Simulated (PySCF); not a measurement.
Computed shifts of a molecule C2H5BF2O, PBE0/pcSseg-1 (PySCF), GIAO, gas phase, equivalent atoms averaged, in ppm (number of nuclei): ¹³C: 73.6 (1), 53.1 (1). ¹⁹F: -99.2 (1), -308.2 (1). ¹H: 4.60 (2), 4.12 (3). References: ¹³C against TMS (σ = 186.3 ppm); ¹⁷O against H2O (σ = 334.2 ppm); ¹¹B against BF3 (σ = 88.8 ppm); ¹⁹F against CFCl3 (σ = 167.2 ppm); ¹H against TMS (σ = 31.56 ppm), references at their B3LYP-D3(BJ)/def2-TZVP geometries, non-relativistic. Geometry optimised at PBE0-D3(BJ)/def2-SVP. Other conformers were not sampled.

Q: Which molecule gave these data?
A) COB(F)CF
B) C[C@@H](F)B(O)F
C) CB(O)C(F)F
D) CCOB(F)F

A: A, COB(F)CF
